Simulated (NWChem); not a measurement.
System: MgHCl; SMILES [MgH][Cl]

Excerpt of the output:

```
             Northwest Computational Chemistry Package (NWChem) 7.3.0
             --------------------------------------------------------

 ORDER OF PRIMARY AXIS IS BEING SET TO 4
 C4V symmetry detected
  decreasing threquiv to    1.0000000000000000E-003
 ORDER OF PRIMARY AXIS IS BEING SET TO 4
 CS  symmetry detected

                             Geometry "geometry" -> ""
                             -------------------------

 Output coordinates in angstroms (scale by  1.889725989 to convert to a.u.)

  No.       Tag          Charge          X              Y              Z
 ---- ---------------- ---------- -------------- -------------- --------------
    1 Mg                  12.0000     0.00034739     1.19670343     0.00000000
    2 H                    1.0000    -0.00252686     2.88996986     0.00000000
    3 Cl                  17.0000    -0.00009658    -1.01473006     0.00000000

 Effective nuclear repulsion energy (a.u.)      54.8695769742

      Symmetry information
      --------------------

 Group name             Cs
 Group number              2
 Group order               2
 No. of unique centers     3

                                 NWChem DFT Module
                                 -----------------

 Summary of "ao basis" -> "ao basis" (spherical)
 ------------------------------------------------------------------------------
       Tag                 Description            Shells   Functions and Types
 ---------------- ------------------------------  ------  ---------------------
 Mg                          6-31g*                  8       18   4s3p1d
 H                           6-31g*                  2        2   2s
 Cl                          6-31g*                  8       18   4s3p1d

      Symmetry analysis of basis
      --------------------------

        a'         28
        a"         10

            General Information
            -------------------
          SCF calculation type: DFT
          Wavefunction type:  closed shell.
          No. of atoms     :     3
          No. of electrons :    30
           Alpha electrons :    15
            Beta electrons :    15
          Charge           :     0
          Spin multiplicity:     1
          Use of symmetry is: on ; symmetry adaption is: on
          Maximum number of iterations: 150
          AO basis - number of functions:    38
                     number of shells:    18
          Convergence on energy requested:  1.00D-06
          Convergence on density requested:  1.00D-05
          Convergence on gradient requested:  5.00D-04

              XC Information
              --------------
                         B3LYP Method XC Potential
                     Hartree-Fock (Exact) Exchange  0.200
                        Slater Exchange Functional  0.800 local
                    Becke 1988 Exchange Functional  0.720 non-local
              Lee-Yang-Parr Correlation Functional  0.810
                  VWN I RPA Correlation Functional  0.190 local

             Grid Information
             ----------------
          Grid used for XC integration:  xfine
          Radial quadrature: Mura-Knowles
          Angular quadrature: Lebedev.
          Tag              B.-S. Rad. Rad. Pts. Rad. Cut. Ang. Pts.
          ---              ---------- --------- --------- ---------
          Mg                  1.50      125           9.0      1454
          H                   0.35      100          11.0      1202
          Cl                  1.00      125          11.0      1454
          Grid pruning is: on
          Number of quadrature shells:   350
          Spatial weights used:  Erf1

      Superposition of Atomic Density Guess
      -------------------------------------

 Sum of atomic energies:        -659.54403455

      Non-variational initial energy
      ------------------------------

 Total energy =    -659.607608
 1-e energy   =   -1024.154711
 2-e energy   =     309.677526
 HOMO         =      -0.375161
 LUMO         =      -0.027178

      Symmetry analysis of molecular orbitals - initial
      -------------------------------------------------

  Numbering of irreducible representations:

     1 a'          2 a"

  Orbital symmetries:

     1 a'          2 a'          3 a'          4 a'          5 a'
     6 a"          7 a'          8 a'          9 a'         10 a"
    11 a'         12 a'         13 a'         14 a"         15 a'
    16 a'         17 a"         18 a'         19 a'         20 a'
    21 a"         22 a'         23 a'         24 a"         25 a'

     ---------------------------------------------
      Total Density - Mulliken Population Analysis
     ---------------------------------------------

    Atom       Charge   Shell Charges
 -----------   ------   -------------------------------------------------------
    1 Mg  12    11.32   2.00  2.00  5.97  0.60  0.29  0.33  0.03  0.09
    2 H    1     1.08   0.42  0.67
    3 Cl  17    17.60   2.00  2.00  5.98  1.39  3.83  0.54  1.85  0.00

   convergence    iter        energy       DeltaE   RMS-Dens  Diis-err
 ---------------- ----- ----------------- --------- --------- ---------
 d= 0,ls=0.0,diis     1   -660.9062306437 -7.16D+02  2.35D-02  1.77D-01
 d= 0,ls=0.0,diis     2   -660.9077136646 -1.48D-03  1.27D-02  1.62D-01
 d= 0,ls=0.0,diis     3   -660.9362213611 -2.85D-02  2.00D-03  5.51D-03
 d= 0,ls=0.0,diis     4   -660.9371261383 -9.05D-04  3.78D-04  1.43D-04
 d= 0,ls=0.0,diis     5   -660.9371570191 -3.09D-05  3.68D-05  1.81D-06
 d= 0,ls=0.0,diis     6   -660.9371572952 -2.76D-07  9.74D-06  8.66D-08

[...]

                         DFT ENERGY GRADIENTS

    atom               coordinates                        gradient
                 x          y          z           x          y          z
   1 Mg      0.000656   2.261442   0.000000    0.000039   0.000060   0.000000
   2 H      -0.004775   5.461251   0.000000   -0.000022  -0.000052   0.000000
   3 Cl     -0.000183  -1.917562   0.000000   -0.000017  -0.000008   0.000000
```

Level: B3LYP/6-31G* (spherical d). Structure relaxed at the B3LYP/6-31G* (spherical d) level.

Q: Which NWChem input produces such a log?

A: This is not unique; one that fits is the input that was run:
```
start job
memory heap 200 mb stack 900 mb global 1100 mb
geometry units angstroms noautoz
  Mg    -0.001929     1.135785     0.000000
  H     -0.007709     2.829044     0.000000
  Cl     0.001422    -1.075646     0.000000
end
basis spherical
  * library 6-31g*
end
dft
  xc b3lyp
  grid xfine
  iterations 150
  mulliken
end
task dft gradient
```
